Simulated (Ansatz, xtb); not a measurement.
**Relative energy of two isomers of C5H9Cl2F**

We compare a, `CC(C)[C@](F)(Cl)CCl`, a singlet, with b, `CC[C@](C)(F)C(Cl)Cl`, a singlet. Both are isolated molecules in the gas phase, relaxed with PBE-D3(BJ)/def2-SVP; each stands in its lowest conformer found.

a (Å):

```yaml
atoms:
  - { symbol: C, position_ang: [0.4415, 1.8919, 0.5385] }
  - { symbol: C, position_ang: [0.4891, 0.7654, -0.4986] }
  - { symbol: C, position_ang: [1.6031, -0.2467, -0.2170] }
  - { symbol: C, position_ang: [-0.8834, 0.1016, -0.6732] }
  - { symbol: C, position_ang: [-0.9763, -1.0408, -1.6853] }
  - { symbol: Cl, position_ang: [-1.4461, -0.6549, 0.9056] }
  - { symbol: Cl, position_ang: [-0.3733, -0.5604, -3.3128] }
  - { symbol: F, position_ang: [-1.8031, 1.0623, -1.0118] }
  - { symbol: H, position_ang: [0.2771, 1.4848, 1.5562] }
  - { symbol: H, position_ang: [-0.3748, 2.6050, 0.3163] }
  - { symbol: H, position_ang: [1.3991, 2.4486, 0.5378] }
  - { symbol: H, position_ang: [0.6715, 1.2168, -1.4993] }
  - { symbol: H, position_ang: [1.7348, -0.9611, -1.0537] }
  - { symbol: H, position_ang: [1.3928, -0.8179, 0.7099] }
  - { symbol: H, position_ang: [2.5668, 0.2820, -0.0802] }
  - { symbol: H, position_ang: [-2.0369, -1.3350, -1.7878] }
  - { symbol: H, position_ang: [-0.3838, -1.9074, -1.3436] }
```

b (Å):

```xyz
17

C    -0.6416   -0.9685    0.1334
C    -1.2315    0.3620   -0.3328
C    -0.7534    0.8432   -1.7142
C    -1.3986    2.1608   -2.1157
C     0.7924    0.8674   -1.8108
Cl    1.3614    1.3245   -3.4472
Cl    1.5015    1.9468   -0.5584
F    -1.1351   -0.1385   -2.6496
H    -0.7543   -1.7439   -0.6503
H    -1.1620   -1.3286    1.0424
H     0.4338   -0.8799    0.3895
H    -2.3353    0.2778   -0.4165
H    -1.0292    1.1633    0.4061
H    -1.1211    2.4183   -3.1546
H    -2.4995    2.0709   -2.0478
H    -1.0624    2.9742   -1.4448
H     1.1936   -0.1439   -1.6236
```

Energies in hartree; the thermal terms are from GFN2-xTB frequencies at re-optimised GFN2-xTB minima (ideal gas, soft modes damped towards free rotors, one conformer each, 298.15 K, 1 atm) and include the zero-point energy:

|  | a | b |
| --- | --- | --- |
| E, CCSD(T)/def2-SVP | −1213.792595 | −1213.787212 |
| E, MP2/def2-SVP | −1213.675967 | −1213.670442 |
| E, MP2/def2-TZVPP | −1214.657676 | −1214.653146 |
| zero-point energy | 0.131203 | 0.130975 |
| H(298 K) − E | 0.141977 | 0.141853 |
| G(298 K) − E | 0.095852 | 0.095547 |

Question: Correct the CCSD(T) difference for the basis set by the MP2 change, then work out ΔE, ΔE₀, ΔH and ΔG for a → b in kJ/mol (1 Eh = 2625.50 kJ/mol) and the equilibrium ratio [b]/[a].

Answer: 1. Differences b − a: CCSD(T) +0.005383, MP2 in the small set +0.005525, MP2 in the large set +0.004530 Eh.
2. ΔE = +0.005383 + (+0.004530 − (+0.005525)) = +0.004388 Eh = +11.52 kJ/mol.
3. ΔE₀ = ΔE + ΔZPE = +0.004388 + (−0.000228) Eh = +10.92 kJ/mol.
4. ΔH = ΔE + (−0.000124) Eh = +11.20 kJ/mol.
5. ΔG = ΔE + (−0.000305) Eh = +10.72 kJ/mol, so ΔS = (ΔH − ΔG)/T = +1.6 J/(mol K).
6. kT = 0.9442 mEh, so K = [b]/[a] = exp(−ΔG/kT) = exp(−4.32) ≈ 0.013.

Structure a is favoured at this temperature. An error of 4 kJ/mol in ΔG would change K by a factor of 5. Mirror images and further conformers aren't counted.

As drawn, both hold the same kinds of bond in the same numbers.

Other levels gave ΔE = +6.1 (GFN2-xTB); +28.4 (HF/STO-3G, GFN2-xTB geometries); +15.6 (r2SCAN-D4/def2-SVP, GFN2-xTB geometries); +15.5 (PBE-D3(BJ)/def2-SVP); +14.6 (HF/def2-SVP); +14.5 (MP2/def2-SVP); +14.1 (CCSD(T)/def2-SVP) kJ/mol. The correlated steps freeze 16 core orbitals. Programs: Ansatz 0.2.0, xtb 6.7.1.
